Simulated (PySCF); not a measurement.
C2H2F, SMILES C=[C]F, multiplicity 2. Atoms are numbered in the order given.

```xyz
5

C     -0.1191    -1.1975     0.0000
C      0.4279    -0.0072     0.0000
F     -0.1285     1.1799     0.0000
H     -1.1996    -1.3118     0.0000
H      0.5029    -2.0794     0.0000
```
Charge 0, spin multiplicity 2.

Coordinates come from a B3LYP-D3(BJ)/def2-TZVP optimisation. The isomer is the one that the SMILES or the coordinates give; other isomers of the formula were not compared.

Two levels are set side by side: PBE/pcH-1 (PySCF) and B3LYP/pcH-1 (PySCF). Contact hyperfine couplings, same geometry. Differences are taken from unrounded values.

| quantity | B3LYP |
|---|---|
| A(iso) of 13C, atom C1 (MHz) | 84.6 |
| A(iso) of 13C, atom C2 (MHz) | 555.6 |
| A(iso) of 19F, atom F3 (MHz) | 379.4 |
| A(iso) of 1H, atom H4 (MHz) | 125.6 |
| A(iso) of 1H, atom H5 (MHz) | 37.5 |

Problem. What does PBE give, and how far is it from B3LYP? (The exact figures need the calculation; the answer reports its results.)

Solution. 
| quantity | PBE | PBE minus B3LYP |
|---|---|---|
| A(iso) of 13C, atom C1 (MHz) | 88.3 | 3.7 |
| A(iso) of 13C, atom C2 (MHz) | 520.9 | -34.7 |
| A(iso) of 19F, atom F3 (MHz) | 334.3 | -45.0 |
| A(iso) of 1H, atom H4 (MHz) | 123.7 | -1.9 |
| A(iso) of 1H, atom H5 (MHz) | 35.4 | -2.1 |

Rough cost on one machine, each run with all the roots and properties that it gave: B3LYP against PBE within a factor of 2.
